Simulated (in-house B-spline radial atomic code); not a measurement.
# RPA and G0W0 on BHandHLYP: Yb II (Yb+)

Configuration [Xe] 4f14 6s1, highest spin, mean-field start BHandHLYP. Computed with an all-electron radial atomic-structure program (B-spline basis): all electrons, scalar-relativistic (spin-free one-electron X2C), finite nucleus, each spin shell either full or empty, empty states to l = 9 with an (l + 1/2)⁻⁴ tail; G0W0 by contour deformation at full frequency.

Without the two-electron picture change, the correlation of inner shells comes somewhat too large for so heavy an element.

RPA overbinds a lone outer s electron by self-correlation, and G0W0 tends to as well.

Command:
```bash
python run_gw.py task.json out
```
Settings (radii: box in bohr, nucleus in fm):
```
Z                        70
electrons                69
configuration            [Xe] 4f14 6s1
hamiltonian              x2c
method                   bhandhlyp
lmax                     9
rms_radius               5.3108
spin_polarised           True
box_radius               23.78
intervals                70
ion_configuration        [Xe] 4f14
```

Run time, properties included: 23 s on 1 thread of Arm Neoverse N1 (shared host).

Energies (hartree):

| term | value |
| --- | --- |
| mean-field total | -14059.33145 |
| Hartree-Fock functional on these orbitals | -14054.47027 |
| direct second order | -7.5303 |
| second-order exchange | 1.8362 |
| SOSEX correction | 1.6714 |

Q: What is the RPA correlation energy, and what remains with SOSEX?

A: RPA gives -6.2118 hartree (-2.45 eV per electron); RPA + SOSEX gives -4.5404, and the second-order doubles -5.6941 hartree (no singles). RPA lacks exchange-type terms and so overcorrelates at short range.

Quasi-particle levels (eV):

```json
{"level": "6s up", "occupied": "yes", "mean field": "-10.625", "Σx - vxc": "-0.73", "Σc": "?", "QP weight": "?", "G0W0": "?"}
{"level": "6s down", "occupied": "no", "mean field": "-7.440", "Σx - vxc": "2.70", "Σc": "-1.57", "QP weight": "0.924", "G0W0": "-6.305"}
```

G0W0 = mean field + (Σx - vxc) + Σc, with Σc (partial-wave tail included) taken at the quasi-particle energy. Only the outer levels were computed. Levels of low weight are left out.

Q: Where does G0W0 put 6s up?

A: At -12.469 eV, with Σc = -1.11 eV and a quasi-particle weight of 0.951. The tabulated removal energy is 12.179 eV (NIST, measured); the calculation leaves out spin-orbit coupling, Breit and QED terms, and what these don't explain is the method's own error.

Q: What does it cost to remove one electron (to [Xe] 4f14) by differences of total energies, each species on its own start (correlation terms add to the Hartree-Fock functional)?

A: BHandHLYP 12.090 eV, Hartree-Fock functional 11.214 eV, + RPA 12.388 eV, + RPA + SOSEX 11.965 eV, + second order 12.818 eV. Tabulated: 12.179 eV (NIST, measured); the calculation leaves out spin-orbit coupling, Breit and QED terms, and what these don't explain is the method's own error.
